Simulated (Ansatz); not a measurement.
Program: Ansatz 0.2.0.

A structure relaxed at PBE0-D4/def2-TZVP, charge 0, multiplicity 1:

```xyz
12

B     0.892   -2.051    0.049
O     1.562   -0.885    0.127
Si    1.242    0.671    0.570
S    -0.699    0.946    1.387
Si   -1.769    0.976   -0.470
H     1.489   -3.010   -0.352
H    -0.263   -2.110    0.373
H     1.411    1.498   -0.647
H     2.207    1.036    1.628
H    -1.773    2.342   -1.049
H    -3.158    0.547   -0.178
H    -1.140    0.041   -1.438
```

(1) Give its formula and SMILES.

(2) Summarise the bond lengths by kind.

Answers

(1) BH7OSSi2, `BO[SiH2]S[SiH3]`.

(2) 1 × B–O 1.347 Å; 2 × B–H 1.199 to 1.201 Å; 1 × O–Si 1.649 Å; 2 × S–Si 2.123 to 2.143 Å; 5 × H–Si 1.478 to 1.485 Å.
